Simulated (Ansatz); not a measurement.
Reaction (redistribution): `C[BH][Al]([OH])[F]` + `C[SiH](N)N` → `[CH3][Al]([OH])[F]` + `CB[SiH](N)N`

Gas-phase electronic energies from Ansatz, PBE0-D4/def2-TZVP geometries. CCSD(T)/CBS is the MP2 limit (def2-TZVPP, def2-QZVPP) plus CCSD(T) − MP2 in def2-TZVPP, frozen cores. Functionals use def2-TZVPP. One conformer a species, not always the lowest.

| level | ΔE (kJ/mol) |
| --- | --- |
| ωB97M-V | 2.9 |
| HF/def2-TZVPP | 7.4 |

What does CCSD(T)/CBS give? (An estimate is asked.)

The calculation gave: +2.1 kJ/mol. The listed levels differ from it by 0.8, 5.3 kJ/mol.

Largest T1 diagnostic among the species: 0.012.

In def2-TZVPP, CCSD(T) changes the Hartree–Fock value by −4.6 kJ/mol (the triples alone add −0.9 kJ/mol) and MP2 by −5.7 kJ/mol. From BLYP to BHLYP (50 % exact exchange), in def2-TZVPP and without D4, ΔE moves by +5.0 kJ/mol. Leaving LDA and LC-ωPBE aside and taking each functional with its dispersion term where it has one, the values, not all of them listed here, spread over 5.9 kJ/mol, from B97M-V to ωB97M-V.
